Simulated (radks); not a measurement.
The numbers below are computed, except where a source is named.
Coulomb parameter of the 4d shell of neutral zirconium in the model configuration [Kr] 4d3 5s1, as a second difference U = [E(n + 0.25) + E(n - 0.25) - 2 E(n)] / (0.25)^2 with all orbitals relaxed. "Bare": the charge of the atom changes with n. "Screened": the 5s shell takes up the change at fixed total charge, which measures U(4d,4d) + U(5s,5s) - 2 U(4d,5s). Code: a radial shooting solver on a logarithmic mesh with Libxc functionals. Model: scalar-relativistic Kohn-Sham, r2SCAN, spin-unpolarised, spherical densities, finite nucleus; meta-GGA in the generalised Kohn-Sham scheme; Fermi nuclear charge, rms radius 4.2694 fm.

case                 configuration  E - E(n) (eV)
start                 [Kr] 4d3 5s1          0.000
bare +0.25         [Kr] 4d3.25 5s1         -0.370
bare -0.25         [Kr] 4d2.75 5s1          0.756
screened +0.25  [Kr] 4d3.25 5s0.75          0.401
screened -0.25  [Kr] 4d2.75 5s1.25         -0.386

U(bare) = 6.187 eV, U(screened by 5s) = 0.247 eV, against the Slater integral F0(4d,4d) = 10.054 eV with frozen orbitals. The step up makes a negative ion, whose loosely bound charge lowers the bare value.
